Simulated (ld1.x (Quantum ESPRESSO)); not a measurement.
Sb: one change to an RRKJ potential, before and after

```json
{"Element": "Sb (Z = 51)", "Generator": "ld1.x (Quantum ESPRESSO) 7.5", "Type": "norm-conserving RRKJ (Kleinman–Bylander form)", "Functional": "PBEsol", "Relativity": "scalar-relativistic", "Frozen core": "[Kr]", "Valence charge": "15", "Reference configuration": "4d10 5s2 5p3", "Partial waves": "5p (bound): rc 1.85 bohr; 4d (bound): rc 1.65 bohr; 5s (bound): rc 1.75 bohr", "Local potential": "the s channel", "Core correction": "a·sin(br)/r model core inside 1.50 bohr", "rho0": "0.001"}
```

Change: all radii but the core radius scaled by about 1.09 (s 1.90, p 2.02, d 1.80 bohr).

Cutoffs: the cutoffs (Ry, on a coarse ladder) from which the occupation-weighted sum of valence levels, in a spherical-Bessel basis at the reference potential, stays within 10 and 1 mRy of its value at 400 Ry; they do not see the model core or the augmentation charge, which bear on the density cutoff. Errors are all-electron minus pseudo energies relative to the spin-unpolarised reference configuration.

**Question.** Predict the effect on cutoff, ghosts and configuration errors.

**Answer.** The potential gets softer (70 Ry and 90 Ry → 55 Ry and 80 Ry); of the 7 tests that both files solve, the error grows in 2 and shrinks in 2 by more than 15 % and 0.3 meV (median size 1.6 → 2.4 meV); neither file shows a bound ghost. A larger radius leaves more room for a smooth pseudo-wave, so fewer plane waves are needed.

```tsv
quantity	base	changed
cutoff, loose	70 Ry	55 Ry
cutoff, tight	90 Ry	80 Ry
loose cutoff by channel (10 mRy a level)	p 8 Ry, d 55 Ry, s 18 Ry	p 12 Ry, d 50 Ry, s 12 Ry
bound ghosts	none	none
error for 4d10 5s2 5p2, meV [ΔE 8.34 eV]	-0.8	-1.1
error for 4d10 5s2 5p1, meV [ΔE 24.36 eV]	-1.6	-2.4
error for 4d10 5s2 5p0, meV [ΔE 48.80 eV]	-8.8	-8.7
error for 4d10 5s2 5p2.5, meV [ΔE 3.27 eV]	-0.5	-0.6
error for 4d9 5s2 5p3, meV [ΔE 40.68 eV]	-212	-141
error for 4d10 5s1 5p0, meV [ΔE 93.13 eV]	-26	-20
error for 4d10 5s2 5p3.3, meV [ΔE -1.16 eV]	+0.4	+0.3
```
